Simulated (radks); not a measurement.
The numbers below are computed, except where a source is named.
Q: Gd55+, 9 electrons, occupied as [He] 2s2 2p5. Code: a radial shooting solver on a logarithmic mesh with Libxc functionals. Model: Dirac Kohn-Sham, XLYP, spin-unpolarised, spherical densities, finite nucleus; open shells fill j = l - 1/2 first; Fermi nuclear charge, rms radius 5.1569 fm. Some entries of the table are withheld. Estimate them.

| orbital | occ. | eigenvalue (hartree) | <r> (bohr) |
|---|---|---|---|
| 1s1/2 | 2 | (1) | (2) |
| 2s1/2 | 2 | (3) | (4) |
| 2p1/2 | 2 | -447.3713 | (5) |
| 2p3/2 | 3 | -420.3230 | (6) |

A: 
(1) 1s1/2 eigenvalue (hartree): -2009.575
(2) 1s1/2 <r> (bohr): 0.02188
(3) 2s1/2 eigenvalue (hartree): -459.2211
(4) 2s1/2 <r> (bohr): 0.09059
(5) 2p1/2 <r> (bohr): 0.07540
(6) 2p3/2 <r> (bohr): 0.08183
